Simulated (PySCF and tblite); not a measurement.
Values are calculated unless marked as measured or tabulated.
## Dynamics report: rotation

System: C₃H₁₁BN₂, numbered as in [CH3:1][NH:2][BH:3][N:4]([CH3:5])[CH3:6].

Motion: rotation about the B3–N2 bond (torsion N4–B3–N2–C1 from -180° to -8°, rising). Level: PBE0/pcSseg-1 + D3(BJ) on GFN2-xTB stationary points, with GFN2-xTB thermal terms. Rate constants are transition-state-theory values, counting equivalent paths, without tunnelling. Run with tblite and PySCF.

| point | symmetry | E(GFN2) kcal/mol | E(DFT) kcal/mol | ZPE change kcal/mol | lowest mode cm⁻¹ | dipole D |
| --- | --- | --- | --- | --- | --- | --- |
| start | Cs | 0.0 | 0.0 | 0.00 | 62 | 1.28 |
| saddle | C1 | 13.1 | 13.8 | -0.44 | 154i | 0.82 |
| end | C1 | 3.2 | 2.9 | 0.37 | 74 | 1.25 |

```json
{
 "Electronic barrier": "13.8 kcal/mol",
 "Barrier with zero-point energy": "13.4 kcal/mol",
 "ΔH‡ (298 K)": "12.7 kcal/mol",
 "ΔS‡ (298 K, symmetry apart)": "-4.7 cal/(mol K)",
 "Paths": "2 equivalent paths",
 "End point": "a different minimum",
 "Mean lifetime of the start against this motion at 298 K": "1.8 ms",
 "Cost": "110 s on 1 thread of Arm Neoverse N1, on a host shared with other jobs (rough), peak memory 0.75 GiB, launched as `OMP_NUM_THREADS=1 python ens_run.py task.json out`"
}
```

```tsv
T/K	ΔG‡ kcal/mol	k s⁻¹	ΔG kcal/mol	k back s⁻¹
150	13.7	8.1×10⁻⁸	3.4	0.0036
200	13.8	0.0069	3.5	21
250	14.0	6.5	3.5	3950
298	14.1	543	3.6	1.2×10⁵
350	14.3	1.7×10⁴	3.7	1.6×10⁶
400	14.5	2×10⁵	3.7	1.1×10⁷
500	14.9	6.4×10⁶	3.9	1.6×10⁸
```

ΔG and ΔG‡ leave out symmetry numbers and mirror images; rates count paths: 2 out, 1 back.
